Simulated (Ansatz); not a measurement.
Input file for C₂H₆AlNS:

```yaml
crystal:
  periodic: [false, false, false]
  atoms:
    - {symbol: C, position_ang: [-1.449321, -0.742919, 0.865911]}
    - {symbol: C, position_ang: [-0.389669, 0.016855, 0.148362]}
    - {symbol: N, position_ang: [0.789222, -0.464325, -0.125413]}
    - {symbol: S, position_ang: [-0.642635, 1.626670, -0.388003]}
    - {symbol: Al, position_ang: [1.555606, 1.067725, -1.031671]}
    - {symbol: H, position_ang: [-1.117299, -1.748362, 1.128867]}
    - {symbol: H, position_ang: [-2.340703, -0.807745, 0.238937]}
    - {symbol: H, position_ang: [-1.732760, -0.205942, 1.773251]}
    - {symbol: H, position_ang: [0.994720, -1.409545, 0.167162]}
    - {symbol: H, position_ang: [2.676003, 1.784097, -0.165343]}
    - {symbol: H, position_ang: [1.722236, 0.826292, -2.591461]}
basis:
  gaussian: {orbitals: def2-TZVPP}
correlation: {method: ccsd_t}
```

```sh
$ ansatz run in.yaml --threads 4 --pin off --events-out ev --progress --plain --max-ram 10444MiB
```

Output of Ansatz, abridged:

```
Functional definition: HF
1528 factors; integrals over basis functions are off by at most 1.6e-3 eV
mean field evaluation 1: about -21037.8558 eV, gradient 3.5e1 eV
mean field evaluation 2: about -21038.1385 eV, gradient 3.5e1 eV
mean field evaluation 4: about -21041.3502 eV, gradient 4.7e0 eV
mean field evaluation 8: about -21041.4339 eV, gradient 3.6e-1 eV
mean field evaluation 16: about -21041.4352 eV, gradient 2.7e-6 eV
mean field -21041.43523325 eV, -773.2584824250 hartree, gradient 2.7e-6 eV, S^2 0.000000; 0 other end points of the search recorded, 0 dependent functions left out
13 core orbitals not correlated: weight in the atoms' cores, before any rotation towards them, 1.000 or more for the frozen orbitals, at most 0.000 for the correlated occupied ones
reference -21041.43523325 eV, -773.2584824250 hartree; 14, 14 occupied and 234, 234 virtual orbitals, 1528 factors
second order -21.55951087 eV of doubles, -0.00000000 eV of singles
cycle   1  -22.05259888 eV  change   -4.9e-1 eV  update   1.2e-1
cycle   2  -22.66626907 eV  change   -6.1e-1 eV  update   3.5e-2
cycle   3  -22.81198534 eV  change   -1.5e-1 eV  update   2.0e-2
cycle   4  -22.79861078 eV  change    1.3e-2 eV  update   6.2e-3
cycle   5  -22.79739525 eV  change    1.2e-3 eV  update   3.3e-3
cycle   6  -22.79801133 eV  change   -6.2e-4 eV  update   1.0e-3
cycle   7  -22.79760683 eV  change    4.0e-4 eV  update   5.2e-4
cycle   8  -22.79759546 eV  change    1.1e-5 eV  update   2.0e-4
cycle   9  -22.79767003 eV  change   -7.5e-5 eV  update   8.8e-5
cycle  10  -22.79762288 eV  change    4.7e-5 eV  update   3.9e-5
cycle  11  -22.79763458 eV  change   -1.2e-5 eV  update   1.3e-5
perturbative correction -1.05881662 eV, -0.0389107930 hartree
Total energy: -21065.29168445 eV, -774.1351908359 hartree
```

It took 2.4 min on 4 threads of an Arm Neoverse V1 on a shared host, with 5.9 GiB of host memory at the peak.

MP2 recovers 90.4 % of the CCSD(T) correlation energy and the triples give 4.4 %; T1 = 0.0152.
